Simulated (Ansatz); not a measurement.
Cost and result for the atomization energy of C3H7AlO, SMILES `C=CC[O][AlH2]` (12 atoms, 11 bonds).

| atom | x (Å) | y (Å) | z (Å) |
| --- | --- | --- | --- |
| C1 | 1.702 | -0.775 | 1.027 |
| C2 | 0.669 | -1.083 | 0.257 |
| C3 | 0.173 | -0.229 | -0.863 |
| O4 | -1.197 | 0.039 | -0.717 |
| Al5 | -2.033 | 1.407 | -0.180 |
| H6 | 2.037 | -1.431 | 1.823 |
| H7 | 2.257 | 0.148 | 0.884 |
| H8 | 0.117 | -2.006 | 0.420 |
| H9 | 0.768 | 0.695 | -0.908 |
| H10 | 0.317 | -0.755 | -1.816 |
| H11 | -1.213 | 2.731 | 0.117 |
| H12 | -3.597 | 1.259 | -0.045 |

Total charge 0; spin multiplicity 1. The geometry is a stationary point of PBE0-D4/def2-TZVP. It is one conformer, not always the lowest. Program: Ansatz. All runs use 4 threads of an Arm Neoverse V2 on a shared host. Times are those of one run each, without the atoms' runs, and a repeat can differ threefold. Electronic energies, without spin–orbit coupling; frozen cores. CCSD(T)/CBS adds CCSD(T) − MP2 in def2-TZVPP to the MP2 limit, and its time is that of the two runs behind it. T1 = 0.013. B3LYP takes the VWN-RPA correlation (the form of Gaussian; ORCA's B3LYP/G).

CCSD(T)/CBS is a level of theory with its own doubt, some kJ/mol a heavy atom from the limit and from the frozen cores, so smaller differences don't rank the functionals.

```json
{"level": "PBE-D4/def2-TZVPP (with forces)", "functions": "264", "wall time": "2.2 s"}
{"level": "PBE0-D4/def2-TZVPP", "functions": "264", "wall time": "2.4 s"}
{"level": "B3LYP-D4/def2-TZVPP (with forces)", "functions": "264", "wall time": "3.8 s"}
{"level": "r2SCAN-D4/def2-TZVPP (with forces)", "functions": "264", "wall time": "4 s"}
{"level": "B2PLYP/def2-TZVPP", "functions": "264", "wall time": "4.6 s"}
{"level": "ωB97X-V/def2-TZVPP", "functions": "264", "wall time": "6.5 s"}
{"level": "ωB97M-V/def2-TZVPP (with forces)", "functions": "264", "wall time": "9.5 s"}
{"level": "MP2/def2-QZVPP", "functions": "508", "wall time": "19 s"}
{"level": "CCSD(T)/def2-TZVPP", "functions": "264", "wall time": "2.1 min"}
{"level": "CCSD(T)/CBS(def2)", "functions": "–", "wall time": "2.4 min"}
```

(1) What atomization energy does each give, and how far from CCSD(T)/CBS? (Estimate.)

## Answers

(1) The calculation gave: 
```tsv
level	atomization (kcal/mol)	difference from CCSD(T)/CBS	per bond
PBE-D4/def2-TZVPP (with forces)	1108.3	17.0	1.5
PBE0-D4/def2-TZVPP	1090.2	-1.1	-0.1
B3LYP-D4/def2-TZVPP (with forces)	1091.0	-0.3	0.0
r2SCAN-D4/def2-TZVPP (with forces)	1093.0	1.7	0.1
B2PLYP/def2-TZVPP	1080.7	-10.6	-1.0
ωB97X-V/def2-TZVPP	1091.9	0.6	0.0
ωB97M-V/def2-TZVPP (with forces)	1093.1	1.8	0.2
MP2/def2-QZVPP	1096.8	5.5	0.5
CCSD(T)/def2-TZVPP	1065.2	-26.1	-2.4
CCSD(T)/CBS(def2)	1091.3	0.0	0.0
```

In def2-TZVPP, CCSD(T) changes the Hartree–Fock value by +256.8 kcal/mol (the triples alone add +15.1 kcal/mol) and MP2 by +272.8 kcal/mol; breaking electron pairs costs correlation energy, which Hartree–Fock lacks. The D4 term adds +8.2 kcal/mol with B3LYP and +4.3 kcal/mol with PBE0; it sums over pairs of atoms, weighted by their polarisabilities, and B3LYP, whose exchange is more repulsive, gets the larger term. From PBE to PBE0 (25 % exact exchange), in def2-TZVPP and without D4, the atomization energy moves by −17.3 kcal/mol: exact exchange takes away binding that semilocal exchange gives to molecules.
